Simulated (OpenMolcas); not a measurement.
**Ionisation energies of sulfur**

```
Program             : OpenMolcas 26.06
Basis               : ANO-R2 [5s4p3d1f]
Scalar Hamiltonian  : X2C, finite nucleus
Spin-orbit coupling : RASSI with atomic mean-field integrals over the reference wave functions, term energies averaged over their components
```

Active shells in each charge state: the valence s, p shells, with orbitals averaged over the low states. Where CASPT2's correlated closed shells are named, they are those of the first ion.

A. CASSCF
B. SS-CASPT2, IPEA 0.25 Eh, imaginary shift 0.1 Eh (closed shells correlated: 2s 2p)
C. SS-CASPT2, IPEA 0 Eh, imaginary shift 0.1 Eh (closed shells correlated: 2s 2p)
D. SS-CASPT2, IPEA 0.25 Eh, imaginary shift 0.1 Eh (closed shells correlated: none)

Energies in eV between the lowest computed levels, named as in B; reference values from the NIST Atomic Spectra Database with their kind.

```json
{"From": "S2+ 3s² 3p² ³P₀", "To": "S3+ 3s² 3p ²P°_1/2", "A": "33.787", "B": "34.638", "C": "34.753", "D": "34.561", "Spin-orbit share in B": "-0.007", "Reference": "34.860 (semi-empirical)"}
{"From": "S3+ 3s² 3p ²P°_1/2", "To": "S4+ 3s² ¹S₀", "A": "46.084", "B": "47.024", "C": "47.137", "D": "46.913", "Spin-orbit share in B": "+0.071", "Reference": "47.222 (semi-empirical)"}
{"From": "S4+ 3s² ¹S₀", "To": "S5+ 3s ²S_1/2", "A": "72.063", "B": "72.267", "C": "72.269", "D": "72.144", "Spin-orbit share in B": "+0.000", "Reference": "72.594 (measured)"}
{"From": "S5+ 3s ²S_1/2", "To": "S6+ 2p⁶ ¹S₀", "A": "87.503", "B": "87.754", "C": "87.758", "D": "87.503", "Spin-orbit share in B": "+0.000", "Reference": "88.053 (measured)"}
```

Steps that some method lacks are left out, and so are those with a state whose active s or d shell is doubly occupied in every root (s and p with five to eight electrons, d10) over a frozen core shell of the same l, since the two then mix freely.

Error against the reference values, in %:

```json
{"From": "S2+", "Reference": "semi-empirical", "A": "-3.1", "B": "-0.6", "C": "-0.3", "D": "-0.9"}
{"From": "S3+", "Reference": "semi-empirical", "A": "-2.4", "B": "-0.4", "C": "-0.2", "D": "-0.7"}
{"From": "S4+", "Reference": "measured", "A": "-0.7", "B": "-0.5", "C": "-0.4", "D": "-0.6"}
{"From": "S5+", "Reference": "measured", "A": "-0.6", "B": "-0.3", "C": "-0.3", "D": "-0.6"}
```

Mean absolute error over the 2 measured values: A 0.54 eV, B 0.31 eV, C 0.31 eV, D 0.50 eV.

° marks odd parity.
